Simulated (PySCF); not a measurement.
Cost of one run: core-ionisation job, `[SiH3]O[SiH2]Cl`.

Method: delta-SCF UKS PBE, pcX-2 on the ionised atom, pcseg-1 elsewhere, spin-free X2C (PySCF 2.14.0). Geometry: PBE0-D3(BJ)/def2-SVP. Work: ΔSCF core ionisation, 7 holes, density fitting. The input is one job of a driver script: a line of settings, then coordinates in Å.

Command:
```bash
OMP_NUM_THREADS=1 python probes_run.py task.json out
```

Input:
```
{"job": {"kind": "xps", "xc": "PBE"}, "charge": 0, "multiplicity": 1}
Si    -1.556564     0.227042     0.027976
O     -0.110852    -0.598900     0.118371
Si     1.519481    -0.450910    -0.010006
Cl     2.015288     1.555159    -0.126443
H     -1.803738     0.675305    -1.373661
H     -2.632103    -0.709667     0.453744
H     -1.529673     1.413236     0.931692
H      2.166788    -1.017070     1.199207
H      1.994557    -1.109163    -1.253323
```

Hardware: one thread, Arm Neoverse V1 (aarch64), no GPU, shared host with 32 logical CPUs at a one-minute load of 21. PySCF's memory limit was set to 1760 MB.

The basis has 135 functions.

Problem. Which is nearest to the wall time?
A. 16 s
B. 2.0 s
C. 0.27 s

Solution. A. The run took 16 s. The run took 93 SCF cycles in all, 2.3 s a hole on average.

Problem. How much memory does it need at the peak?

Solution. About 0.49 GiB. Peak memory is the resident size of the whole Python process, interpreter and libraries included.

Problem. At this speed, how long would 100 such jobs take on 16 cores, one job a core?

Solution. 100/16 gives 7 rounds of 16 s, about 1.9 min of wall time and 0.44 core-hours, if the jobs don't slow each other.

Other jobs ran on the host; a repeat could differ by tens of per cent or more.
